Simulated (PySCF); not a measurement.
**Electron correlation in Ca (calcium, neutral)**

[Ar] 4s2, closed-shell 1S. Calculation: PySCF 2.14, in ANO-RCC-VTZP (6s5p2d1f, 38 functions); the spin-free X2C one-electron Hamiltonian (Gaussian nucleus). Frozen: [Ne]; 10 electrons correlated.

MP2 pair energies summed by pair of shells (mhartree):

```json
{"pair": "3p-3p", "energy": "-163.48", "share (%)": "64.8"}
{"pair": "3s-3p", "energy": "-37.93", "share (%)": "15.0"}
{"pair": "3p-4s", "energy": "-23.49", "share (%)": "9.3"}
{"pair": "4s-4s", "energy": "-18.03", "share (%)": "7.2"}
{"pair": "3s-3s", "energy": "-8.20", "share (%)": "3.3"}
{"pair": "3s-4s", "energy": "-1.03", "share (%)": "0.4"}
```

Total MP2 correlation energy: -252.16 mhartree.

Same-spin part -66.05 and opposite-spin part -186.11 mhartree; SCS-MP2 scales them by 1/3 and 6/5 to -245.35 mhartree.
